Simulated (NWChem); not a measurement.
System: SnHOF$_{3}$; SMILES [OH][Sn]([F])([F])[F]

Here is an NWChem input.

```
start job
memory heap 200 mb stack 900 mb global 1100 mb
geometry units angstroms noautoz
  O      0.006768    -1.024334     1.656841
  Sn     0.000102     0.004504     0.006570
  F     -0.007657    -1.177670    -1.498352
  F     -1.523796     1.145519    -0.117583
  F      1.524529     1.143175    -0.132220
  H      0.008531    -1.974206     1.473370
end
basis spherical
  O library def2-svp
  Sn library def2-svp
  F library def2-svp
  H library def2-svp
end
ecp
  Sn library def2-ecp
end
dft
  xc xwpbe 1.00 cpbe96 1.0 hfexch 1.00
  cam 0.35 cam_alpha 0.0 cam_beta 1.0
  iterations 150
  vectors input atomic output neutral.movecs
end
task dft energy
charge 1
dft
  odft
  mult 2
  vectors input atomic output cation.movecs
end
task dft energy
```

Geometry: optimised at PBE0/def2-SVP. def2 effective core potentials on Sn; no spin-orbit coupling.

Ions are spin-unrestricted doublets at the neutral geometry; other ion states weren't tried. Functional: LC-ωPBE (HJS hole) with def2-SVP; the question gives the range parameter ω in 1/bohr.

**Question.** What results follow from this input? (LC-wPBE (HJS exchange hole, range parameter 0.35 per bohr)/def2-SVP with def2 effective core potentials on Sn, vertical spin-unrestricted ions.) Quantities: vertical ionisation energy, ΔSCF (eV); −ε(HOMO) (eV).

**Answer.** 
```json
{
 "vertical ionisation energy, ΔSCF (eV)": "14.55",
 "−ε(HOMO) (eV)": "12.66"
}
```
